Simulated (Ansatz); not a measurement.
Ansatz results at the PBE0-D4/def2-TZVP geometry: HOMO energy (ωB97M-V/def2-TZVPP) -8.63 eV; size of the dipole moment (PBE/def2-TZVPP) 2.11 D; size of the dipole moment (B3LYP/def2-TZVPP) 2.42 D.

Each molecule was computed in one conformer, which needn't be the lowest.

Question: Which molecule gave them?
A. `[Cl][Ga]1[O][SiH2]1`
B. `[OH][Al]1[CH]=N[SiH2]1`
C. `C[SiH2]BS`
D. `[GeH3][CH]1[SiH2][SiH2]1`

Answer: B. The others give `[Cl][Ga]1[O][SiH2]1`: -8.96, 2.48, 2.77; `[GeH3][CH]1[SiH2][SiH2]1`: -8.75, 0.59, 0.61; `C[SiH2]BS`: -10.03, 0.80, 0.77.

B3LYP here is the variant with VWN-RPA as its local correlation; programs differ in this.
